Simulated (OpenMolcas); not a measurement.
4d⁶ along the 42-electron sequence

```
Program             : OpenMolcas 26.06
Method              : MS-CASPT2, IPEA 0.25 Eh, imaginary shift 0.1 Eh
Basis               : ANO-RCC-VTZP
Scalar Hamiltonian  : DKH2, point nucleus
Spin-orbit coupling : RASSI with atomic mean-field integrals over the reference wave functions, term energies averaged over their components
```

Active space for each ion: 6 electrons in 5 orbitals (4d); closed shells correlated by CASPT2: 4s 4p.

Computed levels in cm-1 above ⁵D₄:

| Level | Ru2+ | Pd4+ | Ag5+ |
| --- | --- | --- | --- |
| ⁵D₃ | 1156 | 2070 | 2570 |
| ⁵D₂ | 1845 | 3150 | 3840 |
| ⁵D₁ | 2290 | 3920 | 4790 |
| ⁵D₀ | 2510 | 4280 | 5220 |
| ³P₂(1) | 15740 | 19640 | 21790 |
| ³H₆ | 16140 | 20320 | 22760 |
| ³H₅ | 16380 | 20600 | 23050 |
| ³F₃(1) | 17860 | 22730 | 25510 |
| ³F₂(1) | 18360 | 23510 | 26410 |
| weight of ⁵D in the lowest level (%) | 99 | 98 | 97 |

Mixed levels, with the weight of the term that names them: Ag5+ ³H₅ (73 %).

Measured, with the error of the calculation in %. Measured levels: Ru2+ from Moore, Atomic Energy Levels, vol. III, NSRDS-NBS 35 (1971 reprint of NBS Circular 467, 1958); Ag5+ from the list in Gamrath, thesis, University of Mons (2023).

```
 Level         Ru2+          Ag5+
   ⁵D₃  1159 (-0.3)   2692 (-4.7)
   ⁵D₂  1826 (+1.0)   3953 (-2.9)
   ⁵D₁  2266 (+1.2)   4941 (-3.2)
   ⁵D₀  2476 (+1.4)   5380 (-3.0)
³P₂(1)               21042 (+3.6)
   ³H₆               21512 (+5.8)
   ³H₅               21812 (+5.7)
³F₃(1)               24441 (+4.4)
³F₂(1)               25306 (+4.4)
```

The fine-structure level ⁵D₀ changes by a factor of 2.08 from Ru2+ to Ag5+. Its fourth root runs 7.08, 8.09, 8.50, with steps per unit of Z of 0.51, 0.41; equal steps would mean a (Z - σ)^4 law with constant σ.

³P₂(1) changes by a factor of 1.38 over the same range, with steps per unit of Z of +1950, +2150 cm-1.

CASPT2 breaks the degeneracy within a term, and the mean is taken; among the terms shown or strongly mixed into the levels shown the widest spread is 460 cm-1 (4d⁶ ³G, Ru2+). Levels of configurations with an s electron are missing; early in the row they begin among the upper levels of the d shell and mix with terms of their name (holds for Ru2+). Measured partners are found by configuration, term and J. A level has none where our copy of the source lacks it or the pairing is in doubt (some pairs that miss far off the trend of their configuration count as doubtful), and it then counts in no deviation. Levels of configurations outside the active space are missing.

A number in round brackets counts repeated terms of one configuration in the order of the reference energies.
